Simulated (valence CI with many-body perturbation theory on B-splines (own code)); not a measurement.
# From CI to CI+MBPT in Hf XLI

Calculated by configuration interaction combined with many-body perturbation theory (CI+MBPT): four valence electrons over a frozen Dirac-Fock core [Ar] 3d10, radial functions for each j: 11 s, 11 p, 9 d, 7 f, 5 g, 2 h, 1 i, with the one-electron correlation potential Σ1 (screened to all orders), the two-electron term Σ2, the three-electron term Σ3, Breit, model QED; selected single and double excitations, second order for the rest (own B-spline code, finite nucleus).

No measured spectrum was set against this ion. As an estimate, large intervals hold to a few tenths of a per cent, small ones and those within an open d or f shell to about a per cent.

Each rung adds one term. CI alone is the Dirac-Coulomb CI over the frozen core; QED comes last and gives the full result, which names the levels. Energies are above (4s^2 4p1/2^2) J=0 on the same rung, in eV.

Levels are named by their leading jj configuration (3d3/2^4 stands for four electrons in 3d with j = 3/2), which in mixed levels can hold well under half, so a name can repeat and another be missing. Letters in brackets count levels of one name in rising energy.

```
                     Level  CI alone    + Σ1    + Σ2    + Σ3  + Breit    Full
    (4s^2 4p1/2 4p3/2) J=1     78.95   79.19   79.38   79.40    78.43   78.53
    (4s^2 4p1/2 4p3/2) J=2     83.17   83.41   83.54   83.55    82.54   82.64
        (4s^2 4p3/2^2) J=2    165.23  165.71  166.02  166.03   164.08  164.28
    (4s 4p1/2^2 4p3/2) J=2    170.24  170.38  170.69  170.72   170.55  169.56
        (4s^2 4p3/2^2) J=0    174.28  174.76  174.92  174.91   173.01  173.21
    (4s 4p1/2^2 4p3/2) J=1    184.87  185.01  184.77  184.79   184.61  183.64
    (4s^2 4p1/2 4d3/2) J=2    225.87  225.90  226.00  226.04   224.69  224.57
(4s 4p1/2 4p3/2^2) J=2 [a]    240.90  241.21  241.81  241.86   240.58  239.93
    (4s^2 4p1/2 4d3/2) J=1    244.08  244.13  243.23  243.23   241.96  241.79
    (4s^2 4p1/2 4d5/2) J=3    247.52  247.76  248.04  248.08   246.56  246.13
    (4s^2 4p1/2 4d5/2) J=2    259.02  259.22  258.72  258.73   257.23  256.89
    (4s 4p1/2 4p3/2^2) J=3    261.05  261.30  261.10  261.11   259.65  259.15
    (4s 4p1/2 4p3/2^2) J=0    260.98  261.36  261.65  261.67   260.59  259.72
(4s 4p1/2 4p3/2^2) J=1 [a]    267.98  268.36  268.29  268.30   267.16  266.30
(4s 4p1/2 4p3/2^2) J=2 [b]    271.29  271.65  271.21  271.23   270.02  269.21
(4s 4p1/2 4p3/2^2) J=1 [b]    272.87  273.24  272.56  272.56   271.47  270.59
    (4s 4p1/2^2 4d3/2) J=1    318.44  318.36  318.50  318.56   318.09  316.88
    (4s^2 4p3/2 4d3/2) J=2    321.20  321.47  320.81  320.82   318.59  318.52
    (4s^2 4p3/2 4d3/2) J=1    322.08  322.37  321.83  321.85   319.61  319.54
```

How does the ionisation energy move along the ladder, and which term matters most?

CI alone 1965.3, + Σ1 1967.1, + Σ2 1967.3, + Σ3 1967.2, + Breit 1964.8, + QED 1964.9 eV. The largest step is Breit, -2.4 eV. NIST lists 1963 ± 4 eV (theoretical).
